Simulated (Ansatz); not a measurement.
Reaction (ligand exchange at a Zr–N bond): `[NH2][Zr]([F])([F])[F]` + HCl → `[F][Zr]([F])([F])[Cl]` + NH₃

Calculated with Ansatz (gas phase, PBE0-D4/def2-TZVP geometries, no zero-point term in ΔE). CCSD(T)/CBS adds triple-zeta CCSD(T) − MP2 to the extrapolated MP2 energy (def2 sets, frozen cores). This one scheme is used for every species. Functionals use def2-TZVPP. def2 core potentials past Kr. For Zr outer-core shells are correlated without core-valence functions, which leaves a few kJ/mol of doubt a bond. One conformer a species, not always the lowest.

`[NH2][Zr]([F])([F])[F]`:

```xyz
7

N    -1.148   -0.277   -0.389
Zr    0.706    0.170    0.265
F     0.712    1.975    0.871
F     1.163   -1.101    1.606
F     1.941    0.056   -1.185
H    -1.620   -1.160   -0.249
H    -1.754    0.336   -0.918
```

HCl:

```xyz
2

Cl   -0.216    0.582    0.154
H     0.216   -0.582   -0.154
```

`[F][Zr]([F])([F])[Cl]`:

Z-matrix (Å, degrees):
```
Zr
F 1 1.887
F 1 1.887 2 109.0
Cl 1 2.339 2 109.9 3 120.5
F 1 1.887 2 109.0 3 -118.9
```

NH₃:

Z-matrix (Å, degrees):
```
N
H 1 1.013
H 1 1.013 2 107.1
H 1 1.013 2 107.1 3 -114.5
```

```json
{"level": "BLYP-D4", "ΔE (kJ/mol)": "-92.9"}
{"level": "LC-ωPBE", "ΔE (kJ/mol)": "-94.2"}
```

(1) What does CCSD(T)/CBS give? (An estimate is asked.)

Largest T1 diagnostic among the species: 0.017.

Results:

(1) Ansatz gave: -95.4 kJ/mol. The listed levels differ from it by 2.5, 1.2 kJ/mol.

In def2-TZVPP, CCSD(T) changes the Hartree–Fock value by +10.2 kJ/mol (the triples alone add −1.1 kJ/mol) and MP2 by +7.8 kJ/mol. At CCSD(T), def2-SVP lies +5.9 kJ/mol from the extrapolated value and def2-TZVPP +1.7 kJ/mol.
